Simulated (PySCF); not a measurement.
C6H6N2S.
InChI=1S/C6H6N2S/c7-4-3-9-5-1-2-8-6(4)5/h1-3,8H,7H2

Computed with PySCF at wB97X-D/def2-SVPD, non-relativistic, on one gas-phase PBE0-D3(BJ)/def2-SVP geometry that isn't relaxed in the solvent. The solvent is an IEF-PCM continuum (van der Waals radii × 1.2), and excitations are vertical TDDFT with non-equilibrium linear response and a frozen core. Specific hydrogen bonds and non-electrostatic terms are outside this model.

Gas-phase singlets (H = HOMO, L = LUMO):

| state | E (eV) | λ (nm) | f | leading configuration |
| --- | --- | --- | --- | --- |
| S1 | 5.098 | 243 | 0.216 | H→L 89% |
| S2 | 5.252 | 236 | 0.024 | H→L+2 43% |
| S3 | 5.438 | 228 | 0.067 | H-1→L 45% |
| S4 | 5.491 | 226 | 0.095 | H-1→L 47% |
| S5 | 5.886 | 211 | 0.002 | H-1→L+2 67% |

Problem. How does the list change in chloroform (ε = 4.711)?

Solution. 
```csv
state,E (eV),λ (nm),f,leading configuration,change by rank (eV)
S1,5.015,247,0.339,H→L 94%,-0.083
S2,5.283,235,0.012,H→L+1 66%,+0.031
S3,5.425,229,0.207,H-1→L 91%,-0.013
S4,5.573,222,0.005,H→L+2 75%,+0.082
S5,5.902,210,0.001,H-1→L+1 72%,+0.016
```

Problem. The ground-state energy changes by -0.316 eV from gas to chloroform. By how much does the total energy of gas-phase S1 change?

Solution. E(S1) = E(S0) + excitation energy, so it changes by -0.316 − 0.083 = -0.399 eV: it is lowered more than the ground state, which is what a red shift means. This is the vertical state, with the slow part of the continuum still set for S0.

Problem. How do the frontier levels move from gas to chloroform?

Solution. 
| orbital | gas (eV) | solvent (eV) | change (eV) |
| --- | --- | --- | --- |
| LUMO+2 | 2.24 | 2.26 | +0.02 |
| LUMO+1 | 2.04 | 2.21 | +0.17 |
| LUMO | 1.67 | 1.63 | -0.04 |
| HOMO | -7.23 | -7.30 | -0.07 |
| HOMO-1 | -7.84 | -7.93 | -0.09 |
| HOMO-2 | -9.12 | -9.14 | -0.02 |
| HOMO-3 | -10.85 | -10.91 | -0.06 |

The HOMO–LUMO gap goes from 8.90 to 8.93 eV. Rows go by rank; for LUMO+1 and LUMO+2 the atom shares or the degeneracy differ between the runs, so the row needn't follow one orbital.

Time: 87 s wall; peak memory 1.2 GiB. Hardware: Arm Neoverse N1, one thread, no GPU, shared host. This is the whole response run at wB97X-D/def2-SVPD in chloroform, SCF included.

Conformer computed: `[NH2:1][c:2]1[cH:3][s:4][c:5]2[cH:6][cH:7][nH:8][c:9]12`: H–N1–C2–C3 131°, H–N1–C2–C3 7°.

The pairwise dispersion term of wB97X-D wasn't added to the energies; at a given geometry it leaves orbitals and properties as they are.
